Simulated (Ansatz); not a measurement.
Compare A (`N[CH](O)[GeH3]`) with its isomer B (`[NH2][GeH2][CH2]O`).

Calculated with Ansatz (gas phase, PBE0-D4/def2-TZVP geometries, no zero-point term in ΔE). CCSD(T)/CBS adds triple-zeta CCSD(T) − MP2 to the extrapolated MP2 energy (def2 sets, frozen cores). Functionals use def2-TZVPP. B3LYP here is the variant with VWN-RPA as its local correlation; programs differ in this. For Ge outer-core shells are correlated without core-valence functions, which leaves a few kJ/mol of doubt a bond. Scalar relativity is left out up to krypton. Each species was taken in one conformer, which may not be the lowest.

A:

Z-matrix (Å, degrees):
```
C
O 1 1.418
Ge 1 1.993 2 110.2
N 1 1.434 2 106.1 3 118.6
H 1 1.105 2 108.4 3 -118.9
H 2 0.961 1 108.2 3 80.5
H 3 1.534 1 109.7 2 56.7
H 3 1.541 1 108.0 2 -63.0
H 3 1.544 1 111.0 2 178.2
H 4 1.011 1 112.0 2 -171.2
H 4 1.014 1 111.0 2 67.1
```

B:

```xyz
11

N     1.238   -0.074    0.964
Ge   -0.511   -0.569    0.567
C    -0.789    0.493   -1.072
O     0.440    0.569   -1.757
H     1.322    0.662    1.651
H     1.836   -0.838    1.244
H    -1.488   -0.227    1.712
H    -0.489   -2.085    0.306
H    -1.526    0.022   -1.727
H    -1.172    1.489   -0.807
H     1.137    0.559   -1.081
```

Which isomer does CCSD(T)/CBS put lower? Give the gap. (Estimate.)

The calculation gave: B, by 18.4 kcal/mol.

Give E(B) − E(A) in kcal/mol with PBE0-D4, HF/def2-TZVPP, PBE-D4, MP2/def2-TZVPP, ωB97M-V, B3LYP-D4, B3LYP. (An estimate is asked.)

Computed: PBE0-D4 -17.3, HF/def2-TZVPP -17.4, PBE-D4 -16.9, MP2/def2-TZVPP -19.7, ωB97M-V -17.9, B3LYP-D4 -17.6, B3LYP -17.5. None reverses the order clearly.

Largest T1 diagnostic: 0.011.

In def2-TZVPP, CCSD(T) changes the Hartree–Fock value by −1.1 kcal/mol (the triples alone add −0.1 kcal/mol) and MP2 by −2.3 kcal/mol.
